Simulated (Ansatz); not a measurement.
A single point on CH4AlNOS, SMILES `N=[C](O)[AlH][SH]`.

```yaml
crystal:
  periodic: [false, false, false]
  atoms:
    - {symbol: N, position_ang: [-1.568955, -0.443687, 0.915857]}
    - {symbol: C, position_ang: [-0.580706, 0.085704, 0.325003]}
    - {symbol: O, position_ang: [-0.380262, 1.413256, 0.122865]}
    - {symbol: Al, position_ang: [0.788981, -1.169378, -0.360618]}
    - {symbol: S, position_ang: [2.502266, -0.303185, -1.386585]}
    - {symbol: H, position_ang: [-2.261147, 0.232442, 1.259369]}
    - {symbol: H, position_ang: [-1.114887, 1.919181, 0.501455]}
    - {symbol: H, position_ang: [0.669677, -2.726074, -0.186490]}
    - {symbol: H, position_ang: [2.033533, 0.945542, -1.207957]}
basis:
  gaussian: {orbitals: def2-QZVPP}
correlation: {method: mp2}
```

```sh
$ ansatz run in.yaml --threads 4 --pin off --events-out ev --progress --plain --max-ram 10444MiB
```

Shortened log:

```
Functional definition: HF
2601 factors; integrals over basis functions are off by at most 1.0e-3 eV
mean field evaluation 1: about -22012.8320 eV, gradient 4.1e1 eV
mean field evaluation 2: about -22012.9791 eV, gradient 4.1e1 eV
mean field evaluation 4: about -22016.8492 eV, gradient 4.1e0 eV
mean field evaluation 8: about -22016.9366 eV, gradient 5.1e-1 eV
mean field evaluation 16: about -22016.9388 eV, gradient 2.1e-6 eV
mean field -22016.93883636 eV, -809.1075786190 hartree, gradient 2.1e-6 eV, S^2 0.000000; 0 other end points of the search recorded, 0 dependent functions left out
13 core orbitals not correlated: weight in the atoms' cores, before any rotation towards them, 1.000 or more for the frozen orbitals, at most 0.000 for the correlated occupied ones
reference -22016.93883636 eV, -809.1075786190 hartree; 14, 14 occupied and 404, 404 virtual orbitals, 2601 factors
second order -24.86600539 eV of doubles, -0.00000000 eV of singles
Total energy: -22041.80484175 eV, -810.0213874622 hartree
```

Run time 17 s (4 threads of an Arm Neoverse V1 on a shared host); peak host memory 2.2 GiB.
